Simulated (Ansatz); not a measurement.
Geometry optimisation, RKS BLYP-D4/def2-SVP in Ansatz 0.2.0.

The input (input.yaml):

```yaml
crystal:
  periodic: [false, false, false]
  atoms:
    - { symbol: Ge, position_ang: [0.240636, 0.07129, -0.074072] }
    - { symbol: Cl, position_ang: [0.339779, 0.004944, 2.133088] }
    - { symbol: Cl, position_ang: [2.321308, -0.009091, -0.71665] }
    - { symbol: Cl, position_ang: [-0.569296, 1.909816, -0.861785] }
    - { symbol: Cl, position_ang: [-0.671546, -1.737084, -0.889037] }
    - { symbol: O, position_ang: [-2.557822, 0.072785, 0.919266] }
    - { symbol: H, position_ang: [-2.77084, -0.816936, 0.571703] }
    - { symbol: H, position_ang: [-2.209418, -0.125423, 1.826287] }
basis:
  gaussian: { orbitals: def2-SVP }
hamiltonian:
  xc: blyp
  dispersion: d4
relax:
  f_tol: 0.03
  max_steps: 50
output:
  orbitals: {}
```

Launched with:

```bash
$ ansatz run input.yaml --threads 4 --pin off --max-ram 5120MiB --backend cpu --events-out ev --progress --plain --runs-dir out
```

Where does it end, and by what steps?

The forces met the threshold. After 4 steps the energy has fallen by 0.009 eV; H8 moved furthest, 0.08 Å.

| step | energy less start (eV) | largest force component (eV/Å) | accepted |
| --- | --- | --- | --- |
| 0 | 0.0000 | 0.505 | yes |
| 1 | 0.0022 | 0.806 | no |
| 2 | -0.0052 | 0.483 | yes |
| 3 | -0.0067 | 0.405 | yes |
| 4 | -0.0092 | 0.021 | yes |

```xyz
8
Properties=species:S:1:pos:R:3
Ge 0.232 0.068 -0.056
Cl 0.368 -0.005 2.125
Cl 2.305 -0.009 -0.731
Cl -0.577 1.910 -0.842
Cl -0.676 -1.742 -0.884
O -2.520 0.069 0.899
H -2.725 -0.828 0.563
H -2.284 -0.092 1.835
```

Whether the end is a true minimum wasn't checked by a vibrational analysis.

Time of the run: 11 s on 4 threads of Arm Neoverse V1, on a shared host, peak memory 0.21 GiB.
